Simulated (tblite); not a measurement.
Compound: C3H8AlNSe.
Bonds: C1–C2, C2–Se3, Se3–C4, C4–N5 (triple), N5–Al6. Hydrogens: H7, H8, H9 on C1; H10, H11 on C2; H12, H13, H14 on Al6.
Bond orders are those of one Lewis drawing.

Computed with GFN2-xTB (tblite), gas phase: L-BFGS steps from a force-field or distance-geometry start until the largest atomic force falls under 0.01 eV/Å.

Step 47: E = -479.9872 eV
```
atom  x, y, z in Å  |  force x, y, z in eV/Å
C1     -3.1048   -0.2224    0.1997    0.015   0.001   0.000
C2     -1.5935   -0.3018    0.0979   -0.040  -0.079   0.045
Se3    -0.8775    1.4285   -0.6056   -0.091   0.061  -0.020
C4      0.8512    1.0164   -0.5360    0.038  -0.038   0.006
N5      1.9876    0.8024   -0.4994    0.027  -0.027  -0.023
Al6     3.7569   -0.0546   -0.4785    0.011   0.096   0.057
H7     -3.4070    0.5668    0.8896    0.002  -0.053  -0.065
H8     -3.4944   -1.1708    0.5711    0.046   0.068  -0.023
H9     -3.5501   -0.0291   -0.7772    0.010   0.002   0.074
H10    -1.2772   -1.0812   -0.5969    0.017   0.029   0.013
H11    -1.1313   -0.4641    1.0727    0.009   0.014  -0.038
H12     3.3655   -0.9677    0.7450   -0.016  -0.001   0.027
H13     4.5814    1.2659   -0.2556   -0.007  -0.081  -0.007
H14     3.8926   -0.7889   -1.8539   -0.021   0.008  -0.046
```

Step 48: E = -479.9886 eV
```
atom  x, y, z in Å  |  force x, y, z in eV/Å
C1     -3.0993   -0.2293    0.2020    0.005   0.003   0.000
C2     -1.5888   -0.3041    0.0986   -0.023  -0.075   0.046
Se3    -0.8789    1.4283   -0.6078   -0.088   0.047  -0.025
C4      0.8531    1.0293   -0.5401    0.086  -0.029   0.007
N5      1.9941    0.8366   -0.5060   -0.021  -0.018  -0.033
Al6     3.7486   -0.0521   -0.4817    0.009   0.106   0.078
H7     -3.4011    0.5585    0.8929   -0.016  -0.039  -0.070
H8     -3.4892   -1.1775    0.5726    0.058   0.054  -0.014
H9     -3.5439   -0.0389   -0.7754   -0.006   0.021   0.069
H10    -1.2727   -1.0830   -0.5963    0.034   0.025   0.017
H11    -1.1247   -0.4606    1.0734    0.014  -0.002  -0.039
H12     3.3028   -0.9510    0.7361   -0.004  -0.005   0.027
H13     4.6171    1.2401   -0.2436   -0.031  -0.107  -0.018
H14     3.8823   -0.7969   -1.8519   -0.018   0.019  -0.046
```

Step 49: E = -479.9896 eV
```
atom  x, y, z in Å  |  force x, y, z in eV/Å
C1     -3.0959   -0.2320    0.2028   -0.012   0.004   0.001
C2     -1.5875   -0.3031    0.0987    0.017  -0.035   0.026
Se3    -0.8793    1.4328   -0.6080   -0.075   0.013  -0.022
C4      0.8519    1.0250   -0.5437   -0.149   0.030   0.001
N5      1.9903    0.8285   -0.5099    0.187  -0.016  -0.039
Al6     3.7470   -0.0465   -0.4816    0.011   0.060   0.049
H7     -3.3982    0.5537    0.8938   -0.036   0.001  -0.049
H8     -3.4854   -1.1790    0.5731    0.054   0.005   0.006
H9     -3.5402   -0.0447   -0.7737   -0.029   0.042   0.032
H10    -1.2707   -1.0790   -0.5983    0.049   0.008   0.016
H11    -1.1206   -0.4549    1.0720    0.021  -0.023  -0.023
H12     3.2845   -0.9331    0.7330   -0.006  -0.047   0.068
H13     4.6358    1.2253   -0.2318   -0.027  -0.075  -0.030
H14     3.8677   -0.7935   -1.8535   -0.007   0.035  -0.038
```

Q: Estimate the geometry and energy of step 50. (The exact step hangs on the optimiser's Hessian estimate; all steps are aligned on step 49, rigid shifts and turns removed.)

A: E = -479.9905 eV, largest force 0.170 eV/Å
```
atom  x, y, z in Å  |  force x, y, z in eV/Å
C1     -3.0921   -0.2394    0.2052   -0.008   0.000   0.000
C2     -1.5849   -0.3064    0.1002    0.044   0.018  -0.006
Se3    -0.8845    1.4332   -0.6120    0.021  -0.034  -0.011
C4      0.8546    1.0436   -0.5472    0.127   0.013  -0.001
N5      2.0012    0.8757   -0.5186   -0.164   0.012  -0.042
Al6     3.7405   -0.0438   -0.4823   -0.025   0.014   0.051
H7     -3.3973    0.5436    0.8958   -0.043   0.037  -0.016
H8     -3.4769   -1.1867    0.5750    0.031  -0.042   0.025
H9     -3.5388   -0.0537   -0.7692   -0.039   0.047  -0.008
H10    -1.2664   -1.0809   -0.5965    0.060  -0.006   0.009
H11    -1.1158   -0.4524    1.0723    0.033  -0.033   0.000
H12     3.2235   -0.9247    0.7246    0.017  -0.002   0.031
H13     4.6707    1.1959   -0.2243   -0.039  -0.081  -0.020
H14     3.8655   -0.8045   -1.8501   -0.014   0.058  -0.011
```

The energy changes by -0.0009 eV. The first-order estimate −F·Δx gives -0.0027 eV and the mean of the old and new forces, exact on a quadratic surface, -0.0007 eV. The step makes an angle of 85° with the force vector and moves no atom by more than 0.062 Å.

What follows is the cost of the whole relaxation. Time: 0.57 s wall. Hardware: an AMD EPYC 9R45 with one thread, shared host.
